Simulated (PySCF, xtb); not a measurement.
1-bromo-3-fluoropropa-1,2-diene (C₃H₂BrF), SMILES C(=C=CF)Br.

GFN2-xTB in xtb at its own geometry gives an orbital gap of 4.12 eV and a dipole moment of 2.79 D.

The structure is a stationary point at ωB97X-D3(BJ)/def2-SVP.

Question: What does ωB97X/def2-TZVP in PySCF give? (An estimate is asked for; the answer gives what the named calculation found.)

Answer: gap 11.18 eV (levels -10.02 and 1.16 eV), dipole 1.53 D.
